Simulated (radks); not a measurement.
Results of a calculation; reference values are marked as such.
Q: Coulomb parameter of the 4d shell of the niobium ion Nb3+ in the model configuration [Kr] 4d0.5 5p1.5, as a second difference U = [E(n + 0.5) + E(n - 0.5) - 2 E(n)] / (0.5)^2 with all orbitals relaxed. "Bare": the charge of the atom changes with n. "Screened": the 5p shell takes up the change at fixed total charge, which measures U(4d,4d) + U(5p,5p) - 2 U(4d,5p). Code: a radial shooting solver on a logarithmic mesh with Libxc functionals. Model: scalar-relativistic Kohn-Sham, BLYP, spin-unpolarised, spherical densities, finite nucleus; Fermi nuclear charge, rms radius 4.324 fm. Estimate both.

A: U(bare) = 12.646 eV, U(screened by 5p) = 2.335 eV, against the Slater integral F0(4d,4d) = 15.148 eV with frozen orbitals.
